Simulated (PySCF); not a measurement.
PySCF 2.14 output of an unrestricted PBE0 calculation on a single atom or ion in aug-cc-pVTZ-PP with one added diffuse shell each of s, d, f type with ECP10MDF (7s5p5d3f, 68 functions), with scalar relativity through the core potential:

```
SCF conv_tol = 1e-09
number electrons alpha = 11  beta = 10
    C. Adamo and V. Barone.,  J. Chem. Phys. 110, 6158 (1999)
    M. Ernzerhof and G. E. Scuseria.,  J. Chem. Phys. 110, 5029 (1999)
cycle= 1 E= -259.303504736536  delta_E= -0.00488  |g|= 0.0855  |ddm|= 0.65
cycle= 2 E= -259.303975271764  delta_E= -0.000471  |g|= 0.0734  |ddm|= 0.255
cycle= 3 E= -259.305460604109  delta_E= -0.00149  |g|= 0.000875  |ddm|= 0.103
cycle= 4 E= -259.305462715357  delta_E= -2.11e-06  |g|= 0.00017  |ddm|= 0.0235
cycle= 5 E= -259.305462843509  delta_E= -1.28e-07  |g|= 1.52e-05  |ddm|= 0.008
cycle= 6 E= -259.305462843955  delta_E= -4.46e-10  |g|= 1.17e-06  |ddm|= 0.000769
converged SCF energy = -259.305462843955  <S^2> = 0.75002541  2S+1 = 2.0000254
```

The run itself started from symmetry-adapted Hartree-Fock orbitals and held the occupation by maximum overlap, on a logarithmic radial grid, so the iterations belong to that start.

Question: Which element, charge and spin multiplicity is this?

Answer: Ga (gallium, neutral), multiplicity 2; the state was [Ar] 3d10 4s2 5s1, 2S determinant (an excited configuration).

Energies and moments cover only the electrons outside the core potential. The outer electron is Rydberg-like, and this basis confines it to a smaller radius and binds it less than a complete one would.
